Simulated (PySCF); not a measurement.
TeFCl, SMILES F[Te]Cl. Atoms are numbered in the order given.

```xyz
3

Te     0.3298    -0.4133     0.0000
F     -1.4566    -1.1111     0.0000
Cl    -0.2375     1.8523     0.0000
```

Geometry optimised at B3LYP-D3(BJ)/def2-TZVP. The def2 effective core potentials stand for the cores of Te; spin–orbit coupling is left out.

Computed with TDDFT-LC-ωPBE/def2-SVPD in PySCF 2.14.0.

Vertical excitations. Isolated molecule, no solvent. State labels are in the subgroup Cs.

```json
[
 {"state": "S1", "symmetry": "A\"", "energy (eV)": "2.35", "λ (nm)": "527", "f": "0.000", "main pairs": "HOMO→LUMO 93 %"},
 {"state": "S2", "symmetry": "A\"", "energy (eV)": "2.90", "λ (nm)": "428", "f": "0.000", "main pairs": "HOMO→LUMO+1 92 %"},
 {"state": "S3", "symmetry": "A'", "energy (eV)": "5.99", "λ (nm)": "207", "f": "0.006", "main pairs": "HOMO−1→LUMO 68 %, HOMO−1→LUMO+1 24 %"},
 {"state": "S4", "symmetry": "A\"", "energy (eV)": "6.27", "λ (nm)": "198", "f": "0.000", "main pairs": "HOMO−2→LUMO 67 %, HOMO−2→LUMO+1 25 %"},
 {"state": "S5", "symmetry": "A\"", "energy (eV)": "6.59", "λ (nm)": "188", "f": "0.133", "main pairs": "HOMO→LUMO+2 70 %, HOMO→LUMO+3 15 %"},
 {"state": "S6", "symmetry": "A'", "energy (eV)": "6.84", "λ (nm)": "181", "f": "0.011", "main pairs": "HOMO−1→LUMO+1 55 %, HOMO−3→LUMO 25 %, HOMO−1→LUMO 14 %"},
 {"state": "S7", "symmetry": "A'", "energy (eV)": "6.96", "λ (nm)": "178", "f": "0.025", "main pairs": "HOMO−3→LUMO+1 53 %, HOMO−3→LUMO 32 %"},
 {"state": "S8", "symmetry": "A\"", "energy (eV)": "7.01", "λ (nm)": "177", "f": "0.001", "main pairs": "HOMO−2→LUMO+1 65 %, HOMO−2→LUMO 26 %"},
 {"state": "S9", "symmetry": "A\"", "energy (eV)": "7.47", "λ (nm)": "166", "f": "0.001", "main pairs": "HOMO→LUMO+3 64 %, HOMO→LUMO+2 19 %"},
 {"state": "S10", "symmetry": "A'", "energy (eV)": "7.52", "λ (nm)": "165", "f": "0.109", "main pairs": "HOMO→LUMO+4 96 %"},
 {"state": "T1", "symmetry": "A\"", "energy (eV)": "1.60", "λ (nm)": "777", "f": "0", "main pairs": "HOMO→LUMO 86 %"},
 {"state": "T2", "symmetry": "A\"", "energy (eV)": "2.00", "λ (nm)": "620", "f": "0", "main pairs": "HOMO→LUMO+1 85 %"},
 {"state": "T3", "symmetry": "A'", "energy (eV)": "5.28", "λ (nm)": "235", "f": "0", "main pairs": "HOMO−1→LUMO 64 %, HOMO−1→LUMO+1 17 %, HOMO−3→LUMO 12 %"},
 {"state": "T4", "symmetry": "A\"", "energy (eV)": "5.64", "λ (nm)": "220", "f": "0", "main pairs": "HOMO−2→LUMO 64 %, HOMO−2→LUMO+1 28 %"}
]
```
Triplets are in the Tamm–Dancoff approximation, which puts them higher than full response would, so one can lie above its singlet here.
